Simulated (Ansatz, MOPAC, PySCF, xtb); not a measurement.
Noncovalent pair: HF (SMILES F) (first 2 atoms) with H2 (SMILES [H][H]); geometry from B3LYP-D3(BJ)/def2-TZVP, rigid monomers moved along the line of their centres of mass till H2···H4 is 2.75 Å.
(charge 0, multiplicity 1):
```xyz
4

F     -0.0821     0.1939    -0.5040
H     -0.0694     0.0989     0.4177
H     -0.0798    -0.5382     3.0939
H      0.0192     0.1981     3.1644
```

Monomers are frozen at their geometry in the pair; levels with a basis set take the counterpoise correction. Rows marked so take none.

Correlated levels freeze the cores. CBS: X⁻³ extrapolation of the correlation energy, Hartree–Fock from the larger set. Rows in 6-31G* carry no dispersion term and start afresh at each structure (6-31G* with six Cartesian d functions). The state that AM1 reach isn't checked.

Programs: Ansatz (Gaussian basis) for Hartree–Fock, density functionals and correlated methods; MOPAC for AM1 (differences of heats of formation); PySCF for 6-31G* rows, the dispersion terms; xtb for the GFN methods. Each number belongs to the level named beside it.

```
level                                  interaction energy (kcal/mol)
-------------------------------------  -----------------------------
GFN-FF                                                         -0.04
AM1                                                            -0.26
HF/aug-cc-pVTZ                                                 -0.38
BP86/6-31G* (no counterpoise)                                    [?]
B3LYP-D4/def2-TZVPPD                                           -0.47
wB97M-V/def2-TZVPPD                                            -0.50
MP2/CBS(aug-cc-pVTZ, aug-cc-pVQZ)                              -0.52
CCSD(T)/aug-cc-pVDZ                                            -0.46
CCSD(T)/CBS(aug-cc-pVTZ, aug-cc-pVQZ)                          -0.54
```

### Question
Some entries are withheld; supply them.

### Answer

- BP86/6-31G* (no counterpoise), interaction energy (kcal/mol): -0.11

Ansatz is an electronic-structure program.
